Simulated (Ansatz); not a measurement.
C2H3ClOTe (`ClC1([TeH])CO1`) at its PBE0-D4/def2-TZVP geometry, where that method's forces vanish. Total charge 0; spin multiplicity 1. Te: def2 effective core potential.

```xyz
8

Cl    1.3182    1.5464   -0.2794
C     0.2217    0.2089    0.0508
Te   -0.7614    0.3091    1.9468
C    -0.4565   -0.4262   -1.0744
O     0.6568   -1.0213   -0.4070
H     0.6806    0.3664    2.7596
H    -1.4095   -0.9267   -0.9226
H    -0.2499   -0.0567   -2.0739
```

(1) What forces (eV/Å) does B3LYP-D4/def2-TZVPP give on these atoms in Ansatz? (Estimate.)

Results:

(1) Computed: 
```
Cl1  0.272  0.324 -0.086
C2  -0.141  0.043  0.029
Te3 -0.218  0.001  0.255
C4  -0.347  0.058 -0.311
O5   0.346 -0.428  0.044
H6   0.069  0.006  0.049
H7   0.060  0.037 -0.039
H8  -0.041 -0.040  0.059
```

B3LYP here is the variant with VWN-RPA as its local correlation; programs differ in this.
